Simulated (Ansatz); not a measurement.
Si nanocrystals, cubic, H-capped: vertical IE (eV) against size, from Ansatz at PBE0-D4/def2-TZVP, gas phase, singlets. N counts the atoms other than H and halogen caps. The structures are stationary points that may keep the symmetry of their start. Remarks come from the PBE and PBE0 runs and from stability tests at other levels; not every state was tested. HOMO above LUMO (over both spins in singlets and doublets, within one spin in higher multiplets; at PBE or PBE0), or a gap under 0.15 eV within one spin, warns that the state may not be the lowest or that an electron is smeared out.

```tsv
species	geometry	N	N^(−1/3)	vertical IE (eV)	remarks
Si13H20	PBE-D4/def2-SVP	13	0.425	8.60	–
Si14H20	PBE-D4/def2-SVP	14	0.415	8.47	–
Si17H24	PBE-D4/def2-SVP	17	0.389	8.23	–
Si19H28	PBE-D4/def2-SVP	19	0.375	8.21	gap within one spin near zero at PBE or PBE0 (+1 doublet), HOMO above LUMO (+1 doublet)
```

Question: Fit a straight line in N^(−1/3) and predict the value for Si32H36 (N = 32, PBE-D4/def2-SVP geometry).

Answer: With x = N^(−1/3) and y = vertical IE (eV): mean x = 0.401, mean y = 8.378; Σ(x − x̄)(y − ȳ) = 0.01276, Σ(x − x̄)² = 0.001592; slope b = 8.015, intercept a = ȳ − b·x̄ = 5.164. The residuals of the fitted rows reach 0.05. At x = 0.315 the line gives 5.164 + (8.015 × 0.315) = 7.69; the run gave 7.98, 0.29 more than the line. R² of the fitted rows is 0.95. The intercept, 5.164 eV, is the line's value for infinite size, a rough extrapolation from members this small. Remarks on this member: gap within one spin near zero at PBE or PBE0 (+1 doublet).
